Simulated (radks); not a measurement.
Values are calculated unless marked as measured or tabulated.
Minus the highest occupied eigenvalue as an estimate of the ionisation energy, Ir40+ to Ir59+. The LB94 potential has the -1/r tail that LDA and GGA lack but no energy functional. Code: a radial shooting solver on a logarithmic mesh with Libxc functionals. Model: Dirac Kohn-Sham, LB94 model potential, spin-unpolarised, spherical densities, finite nucleus; open shells fill j = l - 1/2 first; Fermi nuclear charge, rms radius 5.4032 fm.

Ir40+: configuration [Kr] 4d1; HOMO 4d3/2; -e(HOMO) (eV) 1859.1; <r> (bohr) 0.389; IE, NIST (eV) 1857; kind theory
Ir41+: configuration [Kr]; HOMO 4p3/2; -e(HOMO) (eV) 2085.9; <r> (bohr) 0.399; IE, NIST (eV) 2083; kind theory
Ir42+: configuration [Ar] 3d10 4s2 4p5; HOMO 4p3/2; -e(HOMO) (eV) 2144.8; <r> (bohr) 0.396; IE, NIST (eV) 2139; kind theory
Ir43+: configuration [Ar] 3d10 4s2 4p4; HOMO 4p3/2; -e(HOMO) (eV) 2204.3; <r> (bohr) 0.394; IE, NIST (eV) 2201; kind theory
Ir44+: configuration [Ar] 3d10 4s2 4p3; HOMO 4p3/2; -e(HOMO) (eV) 2264.3; <r> (bohr) 0.392; IE, NIST (eV) 2258; kind theory
Ir45+: configuration [Ar] 3d10 4s2 4p2; HOMO 4p1/2; -e(HOMO) (eV) 2449.5; <r> (bohr) 0.369; IE, NIST (eV) 2435; kind theory
Ir46+: configuration [Ar] 3d10 4s2 4p1; HOMO 4p1/2; -e(HOMO) (eV) 2513.8; <r> (bohr) 0.366; IE, NIST (eV) 2500; kind theory
Ir47+: configuration [Ar] 3d10 4s2; HOMO 4s1/2; -e(HOMO) (eV) 2680.1; <r> (bohr) 0.369; IE, NIST (eV) 2656; kind theory
Ir48+: configuration [Ar] 3d10 4s1; HOMO 4s1/2; -e(HOMO) (eV) 2745.1; <r> (bohr) 0.367; IE, NIST (eV) 2720; kind semi-emp.
Ir49+: configuration [Ar] 3d10; HOMO 3d5/2; -e(HOMO) (eV) 4518.6; <r> (bohr) 0.170; IE, NIST (eV) 4540; kind theory
Ir50+: configuration [Ar] 3d9; HOMO 3d5/2; -e(HOMO) (eV) 4654.0; <r> (bohr) 0.168; IE, NIST (eV) 4668; kind theory
Ir51+: configuration [Ar] 3d8; HOMO 3d5/2; -e(HOMO) (eV) 4790.9; <r> (bohr) 0.167; IE, NIST (eV) 4806; kind theory
Ir52+: configuration [Ar] 3d7; HOMO 3d5/2; -e(HOMO) (eV) 4929.3; <r> (bohr) 0.166; IE, NIST (eV) 4952; kind theory
Ir53+: configuration [Ar] 3d6; HOMO 3d5/2; -e(HOMO) (eV) 5069.2; <r> (bohr) 0.164; IE, NIST (eV) 5092; kind theory
Ir54+: configuration [Ar] 3d5; HOMO 3d5/2; -e(HOMO) (eV) 5210.5; <r> (bohr) 0.163; IE, NIST (eV) 5229; kind theory
Ir55+: configuration [Ar] 3d4; HOMO 3d3/2; -e(HOMO) (eV) 5446.0; <r> (bohr) 0.158; IE, NIST (eV) 5466; kind theory
Ir56+: configuration [Ar] 3d3; HOMO 3d3/2; -e(HOMO) (eV) 5593.6; <r> (bohr) 0.157; IE, NIST (eV) 5609; kind theory
Ir57+: configuration [Ar] 3d2; HOMO 3d3/2; -e(HOMO) (eV) 5742.7; <r> (bohr) 0.156; IE, NIST (eV) 5765; kind theory
Ir58+: configuration [Ar] 3d1; HOMO 3d3/2; -e(HOMO) (eV) 5893.1; <r> (bohr) 0.155; IE, NIST (eV) 5910; kind theory
Ir59+: configuration [Ar]; HOMO 3p3/2; -e(HOMO) (eV) 6311.9; <r> (bohr) 0.180; IE, NIST (eV) 6315; kind theory

Reference values: NIST Atomic Spectra Database (exp. = measured, semi-emp. = semi-empirical, theory = theoretical value adopted there). Spin polarisation and multiplet splitting are left out.

Beside tabulated values, note that spin-unpolarised runs miss the spin-polarisation part of the exchange energy of open shells.
